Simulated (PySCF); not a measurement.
# Electron correlation in Si (silicon, neutral)

[Ne] 3s1 3p3, high-spin 5S determinant (an excited configuration). Calculation: PySCF 2.14, in def2-QZVPPD; the non-relativistic Hamiltonian (point nucleus). Frozen: 1s2; 12 electrons correlated.

MP2 pair energies summed by pair of shells (mhartree):

| pair | energy | share (%) |
| --- | --- | --- |
| 2p-2p | -111.12 | 56.9 |
| 2s-2p | -33.60 | 17.2 |
| 3p-3p | -18.29 | 9.4 |
| 2p-3p | -13.43 | 6.9 |
| 2s-2s | -6.03 | 3.1 |
| 2p-3s | -5.51 | 2.8 |
| 3s-3p | -4.29 | 2.2 |
| 2s-3p | -2.24 | 1.1 |
| 2s-3s | -0.81 | 0.4 |

Total MP2 correlation energy: -195.33 mhartree.

Same-spin part -73.09 and opposite-spin part -122.24 mhartree; SCS-MP2 scales them by 1/3 and 6/5 to -171.05 mhartree.

This basis was not built for core-valence correlation, so the inner-shell part is incomplete.
